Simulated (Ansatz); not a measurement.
Program: Ansatz. Geometries: PBE0-D4/def2-TZVP. ΔE: electronic, gas phase. CCSD(T)/CBS adds triple-zeta CCSD(T) − MP2 to the extrapolated MP2 energy (def2 sets, frozen cores). This one scheme is used for every species. Functionals use def2-TZVPP. Each species was taken in one conformer, which may not be the lowest.

Consider the cleavage of the Si–Si bond: `[SiH3]N[SiH2][SiH2]Cl` + `O[SiH2]O` → `O[SiH2]O[SiH2]Cl` + `[SiH3]N[SiH3]`.

`[SiH3]N[SiH2][SiH2]Cl`:

Z-matrix (Å, degrees):
```
Si
N 1 1.727
H 1 1.489 2 111.7
H 1 1.485 2 106.5 3 -118.9
H 1 1.486 2 112.0 3 120.9
Si 2 1.726 1 128.6 3 119.0
H 2 1.010 1 116.3 3 -60.2
Si 6 2.346 2 110.8 1 30.9
H 6 1.489 2 108.7 1 150.2
H 6 1.494 2 113.8 1 -90.7
Cl 8 2.067 6 108.6 2 44.9
H 8 1.487 6 110.2 2 162.8
H 8 1.484 6 114.0 2 -75.2
```

`O[SiH2]O`:

```xyz
7

O     0.553    1.175   -0.647
Si    0.316   -0.290    0.057
O    -1.236   -0.549    0.525
H     0.125    1.339   -1.489
H     0.591   -1.396   -0.889
H     1.238   -0.280    1.216
H    -1.587    0.001    1.227
```

`O[SiH2]O[SiH2]Cl`:

Cartesian coordinates in Å:
```
O -1.331 -0.166 -1.580
Si 0.169 0.450 -1.373
O 0.869 -0.098 0.010
Si 0.533 -0.518 1.536
Cl -1.322 0.220 2.060
H -2.021 0.116 -0.976
H 0.977 -0.034 -2.508
H 0.134 1.931 -1.292
H 0.468 -1.987 1.674
H 1.522 0.087 2.450
```

`[SiH3]N[SiH3]`:

```xyz
10

Si   -0.922   -0.966    0.808
N    -0.335    0.516    0.148
Si    1.043    0.787   -0.854
H     0.117   -1.999    0.571
H    -2.197   -1.409    0.177
H    -1.178   -0.833    2.269
H    -0.909    1.329    0.327
H     1.828   -0.472   -0.878
H     1.880    1.895   -0.318
H     0.672    1.153   -2.250
```

Question: Is it downhill or uphill in electronic energy at CCSD(T)/CBS, and by how much? (An estimate is asked.)

Answer: Ansatz gave: Downhill: ΔE = -1.30 eV.

Question: What do these levels give: B2PLYP, PBE-QIDH, BLYP, PBE0, RPA@PBE/def2-TZVPP, SCS-MP2/def2-QZVPP? (Best estimate.)

Answer: Ansatz gave: B2PLYP -1.37, PBE-QIDH -1.27, BLYP -1.27, PBE0 -1.14, RPA@PBE/def2-TZVPP -1.32, SCS-MP2/def2-QZVPP -1.43 eV.

Largest T1 diagnostic among the species: 0.011.

From PBE to PBE0 (25 % exact exchange), in def2-TZVPP and without D4, ΔE moves by −0.09 eV. The D4 term adds +0.05 eV with B3LYP and +0.03 eV with PBE0; it sums over pairs of atoms, weighted by their polarisabilities, and B3LYP, whose exchange is more repulsive, gets the larger term. Leaving LDA and LC-ωPBE aside and taking each functional with its dispersion term where it has one, the values, not all of them listed here, spread over 0.39 eV, from BHLYP-D4 to PBE-D4.

B3LYP here is the variant with VWN-RPA as its local correlation; programs differ in this.
